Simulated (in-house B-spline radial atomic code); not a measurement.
KLI/ALDAx excitations of Te V (Te4+)

Method: KLI/ALDAx. Computed with a B-spline radial code for spherical atoms: linear response of the closed shell [Kr] 4d10 5s2 with the adiabatic LDA exchange kernel on the exchange-only KLI potential; non-relativistic, point nucleus, no spin-orbit coupling, no double excitations, S, P, D and F terms only; shells from n = 3 respond. Only terms of natural parity with L up to 3 were computed.

Without relativity these are model numbers for so heavy an element.

Command:
```bash
python run_td.py task.json out
```
Settings (radii: box in bohr, nucleus in fm):
```
Z                        52
electrons                48
configuration            [Kr] 4d10 5s2
hamiltonian              nr
method                   kli
box_radius               19.1
intervals                79
```

Run time, properties included: 2 s on 1 thread of Arm Neoverse V2, on a shared host.

The lowest states, in the order of their Tamm-Dancoff energies; the method's threshold (minus the highest occupied level) is 54.49 eV. Labels give the largest channel, * marks a mixed state, and oscillator strengths are full-response dipole values. Semilocal kernels can invert the small singlet-triplet splittings of Rydberg terms. Energies in eV:

```json
{"state": "5s → 5p 3P", "full response": "8.251", "Tamm-Dancoff": "8.414", "oscillator strength": "-"}
{"state": "5s → 5p 1P", "full response": "12.325", "Tamm-Dancoff": "12.944", "oscillator strength": "1.53"}
{"state": "5s → 5d 3D", "full response": "22.860", "Tamm-Dancoff": "22.902", "oscillator strength": "-"}
{"state": "5s → 5d 1D", "full response": "24.326", "Tamm-Dancoff": "24.351", "oscillator strength": "-"}
{"state": "5s → 6s 3S", "full response": "26.774", "Tamm-Dancoff": "26.785", "oscillator strength": "-"}
{"state": "5s → 6s 1S", "full response": "?", "Tamm-Dancoff": "?", "oscillator strength": "-"}
{"state": "5s → 4f 3F", "full response": "28.361", "Tamm-Dancoff": "28.400", "oscillator strength": "-"}
{"state": "5s → 4f 1F", "full response": "?", "Tamm-Dancoff": "?", "oscillator strength": "-"}
{"state": "5s → 6p 3P", "full response": "30.53", "Tamm-Dancoff": "30.54", "oscillator strength": "-"}
{"state": "5s → 6p 1P", "full response": "30.99", "Tamm-Dancoff": "31.04", "oscillator strength": "0.0733"}
```

**Question.** Where does 5s → 6s 1S lie?

**Answer.** At 27.725 eV in full response, 27.756 eV in Tamm-Dancoff.

**Question.** Where does 5s → 4f 1F lie?

**Answer.** At 29.458 eV in full response, 29.465 eV in Tamm-Dancoff.

**Question.** How large is the singlet-triplet splitting of 5s → 5p (P terms) in Tamm-Dancoff?

**Answer.** 4.53 eV, from the unrounded values.

**Question.** What polarisabilities and dispersion coefficient does the method give?

**Answer.** Dipole 9.001 bohr³, quadrupole 22.97 bohr⁵, C6 37.27 hartree·bohr⁶ for two such species.
